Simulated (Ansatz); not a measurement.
`[OH][GeH2][NH][SiH3]` + `N[SiH](O)O` → `[OH][GeH2][NH][SiH](O)O` + `N[SiH3]`  (ligand exchange at a Ge–N bond)

Calculated with Ansatz (gas phase, PBE0-D4/def2-TZVP geometries, no zero-point term in ΔE). CCSD(T)/CBS adds triple-zeta CCSD(T) − MP2 to the extrapolated MP2 energy (def2 sets, frozen cores). This one scheme is used for every species. DFT in def2-TZVPP. B3LYP here is the variant with VWN-RPA as its local correlation; programs differ in this. For Ge outer-core shells are correlated without core-valence functions, which leaves a few kJ/mol of doubt a bond. Scalar relativity is left out up to krypton. Each species was taken in one conformer, which may not be the lowest.

```
             level  ΔE (kcal/mol)  difference from CCSD(T)/CBS
            PBE-D4           -2.8                         -0.6
         r2SCAN-D4           -2.9                         -0.7
          B3LYP-D4           -2.7                         -0.5
           ωB97M-V           -2.8                         -0.6
            r2SCAN           -2.7                         -0.5
              PBE0           -2.0                          0.2
CCSD(T)/def2-TZVPP           -2.4                         -0.2
     HF/def2-QZVPP           -0.2                          2.0
    MP2/def2-QZVPP           -2.2                          0.0
      HF/CBS(def2)           -0.2                          2.0
       CCSD(T)/CBS           -2.2                            0
```

Largest T1 diagnostic among the species: 0.012.

In def2-TZVPP, CCSD(T) changes the Hartree–Fock value by −2.0 kcal/mol (the triples alone add −0.4 kcal/mol) and MP2 by −1.9 kcal/mol. The D4 term adds −1.1 kcal/mol with B3LYP and −0.6 kcal/mol with PBE0; it sums over pairs of atoms, weighted by their polarisabilities, and B3LYP, whose exchange is more repulsive, gets the larger term.
